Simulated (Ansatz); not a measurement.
A series at Ta: from tantalum pentafluoride, ligands are replaced one by one, each step taking up H₂O and setting free H–F; n counts the steps. Ansatz, PBE0-D4/def2-TZVP geometries. Each molecule was computed in one conformer, which needn't be the lowest.

```
n                        molecule  HOMO energy, ωB97M-V/def2-TZVPP (eV)
0     `[F][Ta]([F])([F])([F])[F]`                                     ?
1    `[OH][Ta]([F])([F])([F])[F]`                                -13.10
2   `[OH][Ta]([OH])([F])([F])[F]`                                -12.65
3  `[OH][Ta]([OH])([OH])([F])[F]`                                -12.07
```

**Question.** By hand: fit a straight line y = ȳ + b (n − n̄) to the 3 given rows and predict n = 0.

**Answer.** n̄ = 2.000, ȳ = -12.607; Σ(n − n̄)(y − ȳ) = 1.030, Σ(n − n̄)² = 2.000, so b = 0.515 eV a step. Prediction: -12.607 + (0.515) × (-2.000) = -13.64 eV.

**Question.** By hand: compare with the computed value, -14.76 eV, and give the steps along the whole series.

**Answer.** The line misses by -1.12 eV (computed minus predicted). Steps: 1.66, 0.45, 0.58 eV.

One step carries most of the change, so a line is a poor guide. The highest orbital can change its character along such a series. The miss is 41.6 % of the series' range.
